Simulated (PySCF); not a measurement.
# Relaxation of triplet ReF₃

Level of theory: PySCF, UPBE0, basis Re def2-SVP with ECP60, F def2-SVP (scalar-relativistic core potentials, no spin–orbit coupling, density fitting). A (50,194) grid was used.

A hand-made trigonal planar start, of D3h symmetry, held to at least that symmetry:

```xyz
4
charge 0 multiplicity 3, angstrom
Re    0.0000    0.0000    0.0000
F     1.9500    0.0000    0.0000
F    -0.9750    1.6887    0.0000
F    -0.9750   -1.6887    0.0000
```

Optimiser trace:
```tsv
step	E − E(last) (kJ/mol)	largest gradient (Eh/bohr)
0	71.95	0.06806
1	0.08	0.00295
2	0.02	0.00115
3	0.00	0.00001
```

It ends at D3h with Re–F 1.824 Å (×3); F–Re–F 120.0° (×3) (after a last refinement on a finer grid). A frequency run shows a minimum. Other isomers or separated fragments may lie lower.

Final geometry:
Coordinates in bohr (charge 0 multiplicity 3):
```
Re    0.0000    0.0000    0.0000
F     3.4468    0.0000    0.0000
F    -1.7234    2.9850    0.0000
F    -1.7234   -2.9851    0.0000
```

Open d and f shells are described by one determinant, and the ground state may have another occupation or spin. No spin–orbit coupling is included, which matters more the heavier the element.

The relaxation took about 17 core-seconds on a shared host.
